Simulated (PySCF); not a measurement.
## Dipole response of I²⁺ (iodine, charge +2)

[Kr] 4d10 5s1 5p3 5d1, high-spin 6D determinant (an excited configuration). All numbers are calculated (PySCF 2.14, scalar relativity through the core potential, in aug-cc-pVQZ-PP with one added diffuse shell each of s, p, d, f, g type with ECP28MDF (8s8p6d4f3g, 117 functions)). Coupled (time-dependent) response in atomic units; α is the mean over directions.

| method | mean α (bohr³) | α xx, yy, zz | C₆ (like pair) | S(−4) |
| --- | --- | --- | --- | --- |
| B3LYP | 29.54 | 35.15, 35.15, 18.31 | 206.6 | 571.7 |

S(−4) is the Cauchy moment in α(ω) = α(0) + S(−4) ω² + …

Spin-orbit coupling is absent.

α(iu) at B3LYP:

| u (hartree) | α(iu) (bohr³) |
| --- | --- |
| 0 | 29.54 |
| 0.0500 | 28.22 |
| 0.100 | 25.24 |
| 0.200 | 19.14 |
| 0.300 | 14.75 |
| 0.500 | 9.511 |
| 0.750 | 6.126 |
| 1.00 | 4.295 |
| 1.50 | 2.513 |
| 2.00 | 1.701 |
| 3.00 | 0.9704 |
| 5.00 | 0.4532 |

For an ion, C₆ is the dispersion term alone; charge-induced terms of lower order in 1/R come first.

The components differ because the open shell of this determinant is not spherical; for a pure term their mean is the scalar polarisability.

Energies and moments cover only the electrons outside the core potential. The outer electron is Rydberg-like, and this basis confines it to a smaller radius and binds it less than a complete one would.
